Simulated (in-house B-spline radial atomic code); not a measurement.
Ionisation energies with and without relativity, with size and susceptibility from the Dirac run. Dirac energy differences include first-order Breit, QED and recoil terms. NIST's values go from ground level to ground level; the uncertainty of those that are theory runs from under 0.1 % in few-electron ions to several per cent in heavy many-electron ones. Computed with a radial B-spline atomic code at the basis-set limit: non-relativistic Hartree-Fock and Dirac-Hartree-Fock, averages of the configuration (point nuclei without relativity, finite nuclei with it).

```tsv
ion	configuration	configuration after	ionisation non-relativistic (eV)	ionisation Dirac Breit and QED (eV)	tabulated value (eV)	radius at density 0.001 (bohr)	diamagnetic susceptibility (10⁻⁶ cm³/mol)
Al+	[Ne] 3s2	[Ne] 3s1	17.523	17.551	18.82855	3.938	-13.641
Si+	[Ne] 3s2 3p1	[Ne] 3s2	15.707	15.695	16.34585	3.955	-15.898
P+	[Ne] 3s2 3p2	[Ne] 3s2 3p1	18.473	18.459	19.76949	3.85	-16.619
S+	[Ne] 3s2 3p3	[Ne] 3s2 3p2	21.340	21.325	23.33788	3.711	-16.658
Cl+	[Ne] 3s2 3p4	[Ne] 3s2 3p3	24.320	24.303	23.81364	3.566	-16.374
Ar+	[Ne] 3s2 3p5	[Ne] 3s2 3p4	27.418	27.400	27.62967	3.427	-15.935
```
